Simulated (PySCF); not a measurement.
C₄H₅Si, SMILES C1[SiH2]C=C[C]=1, multiplicity 2.

Geometry: B3LYP-D3(BJ)/def2-SVP. The isomer is the one that the SMILES or the coordinates give; other isomers of the formula were not compared.

All values below come from PBE/def2-TZVP (PySCF).

Gas-phase values at a fixed geometry.

```json
{
  "total_energy": "-444.51103 hartree",
  "point_group": "Cs",
  "α spin, highest occupied and lowest empty level": "-5.27 and -2.62 eV",
  "β spin, highest occupied and lowest empty level": "-5.98 and -3.31 eV",
  "dipole_moment": "0.151 e·Å",
  "quadrupole, principal values (traceless, Buckingham form, about the centre of nuclear charge)": "-4.17, -1.75, 5.92 D·Å",
  "mean_static_polarisability": "70.3 bohr³ (10.42 Å³)",
  "polarisability_principal_values": "49.1, 74.9, 86.9 bohr³",
  "⟨S²⟩": "0.757 (pure state 0.75)"
}
```
